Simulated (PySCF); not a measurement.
B(NMe2)(OH)(SH) (C2H8BNOS), SMILES CN(C)B(S)O.

Geometry optimised at r2SCAN-D4/def2-SVP. One conformer was computed; it need not be the lowest.

Computed with TDA-LC-ωPBE/def2-SVPD (PySCF 2.14.0).

Vertical excitations. 

Computed UV-visible absorptions:
| state | energy (eV) | λ (nm) | f | main pairs |
|---|---|---|---|---|
| S1 | 6.23 | 199 | 0.013 | HOMO→LUMO 37 %, HOMO→LUMO+3 17 %, HOMO−1→LUMO 15 %, HOMO−1→LUMO+3 12 % |
| S2 | 6.88 | 180 | 0.035 | HOMO→LUMO 37 %, HOMO→LUMO+1 26 %, HOMO−1→LUMO+3 6 % |
| S3 | 7.35 | 169 | 0.017 | HOMO−1→LUMO 36 %, HOMO→LUMO+2 27 %, HOMO→LUMO+3 12 % |
| S4 | 7.69 | 161 | 0.399 | HOMO→LUMO+6 81 % |
| S5 | 7.80 | 159 | 0.011 | HOMO→LUMO+1 44 %, HOMO−1→LUMO 14 %, HOMO→LUMO 14 % |
| S6 | 7.99 | 155 | 0.000 | HOMO→LUMO+2 32 %, HOMO→LUMO+3 30 %, HOMO−1→LUMO 10 % |
| S7 | 8.21 | 151 | 0.105 | HOMO−2→LUMO 57 %, HOMO−2→LUMO+3 11 % |
| S8 | 8.34 | 149 | 0.004 | HOMO→LUMO+5 30 %, HOMO−1→LUMO+2 16 %, HOMO−1→LUMO+1 13 %, HOMO→LUMO+3 9 % |
| S9 | 8.43 | 147 | 0.016 | HOMO→LUMO+5 28 %, HOMO−1→LUMO+3 25 %, HOMO→LUMO+3 10 %, HOMO→LUMO+1 5 % |
| S10 | 8.47 | 146 | 0.016 | HOMO→LUMO+4 60 %, HOMO−1→LUMO+6 15 %, HOMO−2→LUMO 11 % |
| T1 | 5.74 | 216 | 0 | HOMO→LUMO 22 %, HOMO→LUMO+3 18 %, HOMO−1→LUMO+3 17 %, HOMO−1→LUMO 15 % |
| T2 | 6.31 | 197 | 0 | HOMO→LUMO+6 84 % |
| T3 | 6.68 | 186 | 0 | HOMO→LUMO 48 %, HOMO→LUMO+1 22 % |
| T4 | 7.09 | 175 | 0 | HOMO−1→LUMO 35 %, HOMO→LUMO+2 28 %, HOMO→LUMO+3 8 % |
Triplets are in the Tamm–Dancoff approximation.
